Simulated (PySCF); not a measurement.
## Structure from NMR data

The spectra below were simulated for a compound C$_{7}$H$_{13}$F.

¹H NMR (400 MHz, computed): δ 5.69 (m, 1H), 4.65 (m, 2H), 1.72 (t, 2H), 1.66 (s, 3H), 1.05 (m, 3H), 1.05 (m, 2H).

¹³C{¹H} NMR (computed): δ 148.1, 128.1, 71.3, 41.8, 23.2, 16.2, 15.7.

In vacuum, averaged over atoms made equivalent by symmetry, fast rotation or ring inversion, non-relativistic, single conformer. Structure optimised with PBE0-D3(BJ)/def2-SVP; σ from GIAO-HF/pcSseg-1; PySCF.

Referencing at the same level of theory: TMS for ¹H (31.69 ppm) and ¹³C (190.85 ppm).

Question: Which of these isomers gave the spectra?
A. CCC/C(C)=C/CF
B. CC(C)(C)[C@@H]1C[C@H]1F
C. CC(C)(C)[C@@H]1C[C@@H]1F
D. CC(C)=C(C)CCF

Answer: A. 

1. Rings plus π bonds: 1 (no ring in the answer).
2. 7 carbon signals for 7 carbons: no two carbons are equivalent.
3. Carbon types of the structure: 1 × C, 1 × CH, 3 × CH2, 2 × CH3, which accounts for all hydrogens.
4. δC 148.1: fully substituted alkene carbon; as expected for a trigonal carbon in a double bond.
5. δC 128.1: alkene CH; as expected for a trigonal carbon in a double bond.
6. δC 71.3: allylic sp3 CH2 bonded to F; the inductive effect lowers its shielding.
7. δC 41.8: allylic sp3 CH2; a saturated carbon with 2 carbon neighbours and no heteroatom attached.
8. δH 1.72: hydrogen on an allylic sp3 CH2; allylic position.

The others: CC(C)(C)[C@@H]1C[C@H]1F would give 5 carbon signals, not 7; CC(C)(C)[C@@H]1C[C@@H]1F would give 5 carbon signals, not 7; CC(C)=C(C)CCF would give 5 signals for carbon-bound and other non-exchanging H, not 6.

Splittings by ¹⁹F in the carbon and heteronuclear signals aren't shown, as no couplings were computed. Shifts are as computed. Against solution values, carbons near 30 ppm lie about -0 ppm off and those near 130 ppm about +7 ppm. Of 1211 compounds with measured shifts, 218 miss one by over three times the rms of a fit or turn the order of signals round; such compounds aren't used in these exercises. Multiplicities follow the n + 1 count of equivalent neighbours, as no J values were calculated; m marks all less simple cases, F and P coupling included.
